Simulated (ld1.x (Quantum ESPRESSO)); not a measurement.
## V, TM semilocal: configuration errors across variants

vanadium, norm-conserving Troullier–Martins (semilocal form), made with ld1.x (Quantum ESPRESSO) 7.5 (LDA (PZ), scalar-relativistic). Core [Ar], reference 3d3 4s1 4p1. Waves: 4s (bound): rc 2.80 bohr; 3d (bound): rc 1.40 bohr; 4p (bound): rc 3.15 bohr. Local part: the p channel. Core correction: a·sin(br)/r model core, default radius (core density twice the valence density).

All-electron excitation energies from the reference (eV): (1) 3d3 4s2 4p0 -3.409; (2) 3d3 4s1 4p0 4.533; (3) 3d3 4s0 4p0 19.078; (4) 3d3 4s1.5 4p0 -0.229; (5) 3d3.5 4s1.5 4p0 -3.381; (6) 3d2 4s2 4p1 2.501; (7) 3d4 4s0 4p0 3.970; (8) 3d3 4s1 4p1 spin -2.766; (9) 3d3 4s2 4p0 spin -5.037.

Spin tests fill each open shell by Hund’s rule, majority spin first.

A semilocal file is local in each channel, so a ghost entry of none says nothing of the separable form that plane-wave codes build from it.

The default core radius of the base comes out at 1.49 bohr.

Errors AE − PS in meV (a dash: test not solved or not reliable):

| change | (1) | (2) | (3) | (4) | (5) | (6) | (7) | (8) | (9) | bound ghosts |
| --- | --- | --- | --- | --- | --- | --- | --- | --- | --- | --- |
| base | -1.7 | -2.5 | -26 | -1.3 | -40 | -294 | -231 | +788 | +770 | none |
| core correction none | +3.2 | +0.2 | +46 | -0.3 | -24 | -163 | -157 | +3537 | +3163 | none |
| core correction a·sin(br)/r model core inside 0.68 bohr | -1.8 | -2.6 | -27 | -1.3 | -43 | -333 | -248 | +86 | +85 | none |
| core correction a·sin(br)/r model core inside 0.84 bohr | -1.8 | -2.6 | -27 | -1.3 | -43 | -333 | -248 | +84 | +84 | none |
| core correction a·sin(br)/r model core inside 1.04 bohr | -1.8 | -2.6 | -27 | -1.3 | -43 | -330 | -247 | +139 | +137 | none |
| core correction a·sin(br)/r model core inside 1.28 bohr | -1.7 | -2.5 | -27 | -1.3 | -42 | -316 | -241 | +392 | +385 | none |
| core correction a·sin(br)/r model core inside 1.42 bohr | -1.7 | -2.5 | -26 | -1.2 | -41 | -303 | -235 | +632 | +618 | none |

Question: Give the same row for: core correction a·sin(br)/r model core inside 1.60 bohr.

Answer: -1.6, -2.4, -25, -1.2, -39, -278, -223, +1070, +1042; bound ghosts: none.
